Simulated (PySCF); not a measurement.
## Electronic structure of P⁺ (phosphorus, charge +1) at the UHF level

Configuration: [Ne] 3s2 3p2, high-spin 3P determinant. Computed with PySCF 2.14 in cc-pVTZ-DK (5s4p2d1f, 34 functions), with scalar relativity by spin-free X2C-1e.

* Total energy: -341.167468 hartree
* One-electron energy: -466.8957 hartree
* Hartree (Coulomb) energy: 148.1819 hartree
* Exchange energy: -22.4536 hartree
* ⟨S²⟩: 2.0125
* ⟨L²⟩: 2.037
* Sum of ⟨r⟩: 12.09 bohr
* Sum of ⟨r²⟩: 20.91 bohr²
* Traceless quadrupole moment −½Σ⟨3z² − r²⟩ along its main axis: 2.14 e·bohr²
* Langevin diamagnetic susceptibility: -16.6 ×10⁻⁶ cm³/mol
* Time after the integrals: 0.07 s of wall time on 1 thread of Neoverse-V2 (shared host)

| shell | electrons | mean orbital energy (hartree) | spread (hartree) | rms radius, mean of both spins (bohr) |
| --- | --- | --- | --- | --- |
| 1s α | 1 | -80.60957 | 0 | 0.120 |
| 1s β | 1 | -80.59343 | 0 | 0.120 |
| 2s α | 1 | -7.95984 | 0 | 0.560 |
| 2s β | 1 | -7.94200 | 0 | 0.560 |
| 2p α | 3 | -5.81702 | 0.01618 | 0.539 |
| 2p β | 3 | -5.78492 | 0.02034 | 0.539 |
| 3s α | 1 | -1.14149 | 0 | 1.98 |
| 3s β | 1 | -0.93800 | 0 | 1.98 |
| 3p α | 2 | -0.72457 | 0 | 2.31 |

Densities and radii are taken from the X2C orbitals without a picture-change correction, which distorts them close to the nucleus.
